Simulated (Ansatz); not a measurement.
Steps of a relaxation of C3H7NOSi (`C=CN([SiH3])C=O`) with RKS PBE-D4/def2-SVP.

```sh
$ ansatz run in.yaml --threads 4 --pin off --events-out ev --progress --plain --max-ram 10444MiB
```

```yaml
crystal:
  periodic: [false, false, false]
  atoms:
    - {symbol: C, position_ang: [-0.181700, -2.031400, -0.575500]}
    - {symbol: C, position_ang: [-0.539600, -1.057600, 0.323100]}
    - {symbol: N, position_ang: [-0.194100, 0.279300, 0.344600]}
    - {symbol: Si, position_ang: [0.931600, 1.060900, -0.865000]}
    - {symbol: C, position_ang: [-0.572900, 1.088900, 1.383900]}
    - {symbol: O, position_ang: [-1.281000, 0.774300, 2.347100]}
    - {symbol: H, position_ang: [-0.583200, -2.995300, -0.459800]}
    - {symbol: H, position_ang: [0.418900, -1.794800, -1.470900]}
    - {symbol: H, position_ang: [-1.159800, -1.347900, 1.204900]}
    - {symbol: H, position_ang: [0.774400, 2.526400, -0.696700]}
    - {symbol: H, position_ang: [2.252800, 0.621400, -0.640300]}
    - {symbol: H, position_ang: [0.418800, 0.676900, -2.203800]}
    - {symbol: H, position_ang: [-0.263900, 2.164100, 1.323300]}
basis:
  gaussian: {orbitals: def2-SVP}
hamiltonian: {xc: pbe, dispersion: d4}
relax: {f_tol: 0.03, max_steps: 200}
```

Positions (Å) and forces (eV/Å) along the path, 7 of 7 steps:

```xyz
13
step=1 energy=-14619.8786 eV
C    -0.182   -2.031   -0.576    0.381    3.038    0.233
C    -0.540   -1.058    0.323   -0.315   -1.916    0.131
N    -0.194    0.279    0.345    1.210    0.860   -1.036
Si    0.932    1.061   -0.865   -2.069    0.040   -0.168
C    -0.573    1.089    1.384   -1.711    0.468    2.159
O    -1.281    0.774    2.347    0.635   -0.282   -0.854
H    -0.583   -2.995   -0.460   -0.570   -1.745    0.208
H     0.419   -1.795   -1.471    0.012   -0.166    0.051
H    -1.160   -1.348    1.205    0.148    0.231   -0.318
H     0.774    2.526   -0.697    0.052    0.218    0.125
H     2.253    0.621   -0.640    1.765   -0.575    0.239
H     0.419    0.677   -2.204    0.053   -0.108   -0.302
H    -0.264    2.164    1.323    0.411   -0.063   -0.467
13
step=2 energy=-14620.0857 eV
C    -0.206   -1.976   -0.588    0.398    0.685    0.255
C    -0.551   -1.044    0.335   -0.527   -0.872   -0.007
N    -0.198    0.301    0.352    0.493    0.608   -0.803
Si    0.898    1.041   -0.901   -0.781   -0.058    0.139
C    -0.634    1.101    1.396    0.021    0.160    1.773
O    -1.281    0.728    2.372    0.039   -0.038   -0.802
H    -0.523   -3.008   -0.434   -0.123   -0.234   -0.093
H     0.474   -1.751   -1.432   -0.149   -0.117    0.048
H    -1.220   -1.319    1.175    0.192    0.117   -0.074
H     0.781    2.517   -0.700    0.024    0.055    0.011
H     2.275    0.583   -0.685    0.577   -0.214    0.060
H     0.421    0.642   -2.262   -0.024    0.000   -0.038
H    -0.215    2.149    1.388   -0.139   -0.092   -0.470
13
step=3 energy=-14620.1272 eV
C    -0.149   -1.983   -0.559   -0.066    0.188    0.100
C    -0.546   -1.079    0.361    0.203    0.806    0.159
N    -0.176    0.305    0.362   -0.207   -0.561    0.130
Si    0.878    1.026   -0.886    0.105   -0.117    0.010
C    -0.635    1.142    1.407    0.531   -0.508   -1.229
O    -1.328    0.771    2.316   -0.611   -0.107    0.955
H    -0.504   -3.018   -0.486    0.025   -0.084    0.008
H     0.513   -1.728   -1.403   -0.028   -0.038   -0.004
H    -1.192   -1.336    1.223    0.050    0.026   -0.161
H     0.848    2.477   -0.515    0.134    0.028   -0.171
H     2.263    0.442   -0.785   -0.056    0.069   -0.063
H     0.312    0.763   -2.250    0.008    0.049   -0.026
H    -0.263    2.183    1.229   -0.089    0.249    0.292
13
step=4 energy=-14620.1791 eV
C    -0.169   -1.957   -0.562    0.062   -0.169    0.026
C    -0.549   -1.048    0.357   -0.060   -0.032    0.045
N    -0.184    0.311    0.366    0.076    0.194   -0.015
Si    0.886    1.020   -0.898    0.063    0.054    0.026
C    -0.643    1.103    1.433   -0.040    0.007   -0.174
O    -1.339    0.707    2.348    0.017   -0.005    0.029
H    -0.497   -3.005   -0.452    0.024    0.158   -0.081
H     0.491   -1.716   -1.414   -0.048   -0.054    0.038
H    -1.205   -1.312    1.205    0.057    0.017   -0.028
H     0.891    2.504   -0.654   -0.028   -0.101    0.029
H     2.283    0.476   -0.777   -0.060   -0.033    0.009
H     0.353    0.712   -2.265   -0.054   -0.010    0.030
H    -0.299    2.170    1.329   -0.009   -0.026    0.066
13
step=5 energy=-14620.1891 eV
C    -0.139   -1.958   -0.548    0.019    0.095    0.020
C    -0.527   -1.042    0.364   -0.043   -0.055    0.037
N    -0.176    0.323    0.369    0.022   -0.063   -0.021
Si    0.888    1.012   -0.903   -0.008    0.079    0.023
C    -0.669    1.115    1.419    0.025    0.011   -0.029
O    -1.373    0.711    2.326   -0.004   -0.009   -0.013
H    -0.481   -2.998   -0.457    0.007    0.015    0.015
H     0.517   -1.718   -1.400    0.001   -0.025   -0.022
H    -1.178   -1.304    1.213   -0.008   -0.010   -0.005
H     0.954    2.478   -0.601    0.015    0.003    0.000
H     2.251    0.390   -0.837    0.000   -0.028    0.007
H     0.290    0.771   -2.256   -0.024   -0.011   -0.007
H    -0.336    2.184    1.329   -0.003   -0.003   -0.004
13
step=6 energy=-14620.1910 eV
C    -0.129   -1.957   -0.542    0.016   -0.016   -0.026
C    -0.523   -1.044    0.368    0.013   -0.002   -0.021
N    -0.173    0.321    0.370   -0.018    0.012    0.036
Si    0.885    1.017   -0.903    0.002    0.002   -0.002
C    -0.677    1.117    1.411   -0.001   -0.007   -0.005
O    -1.391    0.718    2.312    0.009   -0.003   -0.018
H    -0.465   -2.998   -0.446   -0.002    0.000    0.006
H     0.524   -1.723   -1.399    0.001    0.007    0.002
H    -1.175   -1.310    1.214   -0.021    0.005    0.032
H     0.989    2.475   -0.578    0.003   -0.001    0.002
H     2.232    0.358   -0.862    0.005   -0.006   -0.002
H     0.262    0.807   -2.250   -0.007    0.002   -0.005
H    -0.341    2.186    1.320    0.000    0.006    0.000
13
step=7 energy=-14620.1913 eV
C    -0.122   -1.957   -0.541   -0.005    0.009    0.008
C    -0.520   -1.045    0.370   -0.003   -0.001    0.003
N    -0.173    0.321    0.373    0.012    0.017   -0.019
Si    0.884    1.014   -0.903   -0.001    0.009    0.011
C    -0.681    1.119    1.409   -0.005   -0.021   -0.005
O    -1.400    0.722    2.307    0.002    0.000   -0.003
H    -0.455   -2.999   -0.444   -0.001    0.002   -0.003
H     0.530   -1.719   -1.397    0.000   -0.001    0.006
H    -1.175   -1.310    1.216    0.001   -0.005    0.004
H     1.007    2.469   -0.568    0.000   -0.003   -0.001
H     2.224    0.340   -0.876   -0.001   -0.004   -0.002
H     0.248    0.822   -2.249   -0.002   -0.001    0.001
H    -0.345    2.188    1.318    0.001   -0.001   -0.002
```

It took 5.5 s on 4 threads of an AMD EPYC 9R45 on a shared host, with 0.19 GiB of host memory at the peak.
